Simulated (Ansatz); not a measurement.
Conformers of `C[SiH](F)N[SiH](Cl)Cl`, each relaxed with PBE0-D4/def2-TZVP in Ansatz. CBS adds the triple-zeta coupled-cluster correction to the MP2 limit.

Not all of them had a frequency check.

Conformer A:

Cartesian coordinates in Å:
```
C -0.797 0.956 1.323
Si -0.374 -0.814 1.002
F -1.738 -1.643 0.871
N 0.545 -0.954 -0.450
Si 0.703 0.151 -1.734
Cl 1.320 -0.869 -3.390
Cl 2.092 1.609 -1.346
H -1.392 1.040 2.235
H 0.106 1.558 1.445
H -1.384 1.380 0.504
H 0.384 -1.465 2.095
H 1.099 -1.795 -0.544
H -0.564 0.846 -2.013
```

Conformer B:

Cartesian coordinates in Å:
```
C -0.991 -0.193 -2.023
Si 0.442 -0.171 -0.854
F 1.629 0.636 -1.563
N 0.007 0.600 0.627
Si 0.447 0.204 2.223
Cl -0.611 -1.394 2.946
Cl 2.420 -0.311 2.293
H -1.357 0.820 -2.215
H -0.701 -0.630 -2.981
H -1.814 -0.782 -1.610
H 0.968 -1.510 -0.515
H -0.629 1.383 0.557
H 0.190 1.347 3.116
```

(1) Which is lowest in electronic energy at CCSD(T)/CBS (frozen core, def2 sets), and by how much? (An estimate is asked.)

(2) Give the energies relative to A (kJ/mol) with B3LYP/def2-TZVPP, HF/def2-TZVPP, SCS-MP2/def2-TZVPP, CCSD/def2-TZVPP, CCSD(T)/def2-TZVPP, HF/def2-QZVPP, HF/CBS(def2). (Best estimate.)

Answers

(1) Computed: A; B lies 2.7 kJ/mol higher.

(2) Computed: 
| level | B |
| --- | --- |
| B3LYP/def2-TZVPP | 1.8 |
| HF/def2-TZVPP | 1.3 |
| SCS-MP2/def2-TZVPP | 2.5 |
| CCSD/def2-TZVPP | 2.5 |
| CCSD(T)/def2-TZVPP | 2.7 |
| HF/def2-QZVPP | 1.1 |
| HF/CBS(def2) | 1.0 |

B3LYP here is the variant with VWN-RPA as its local correlation; programs differ in this.
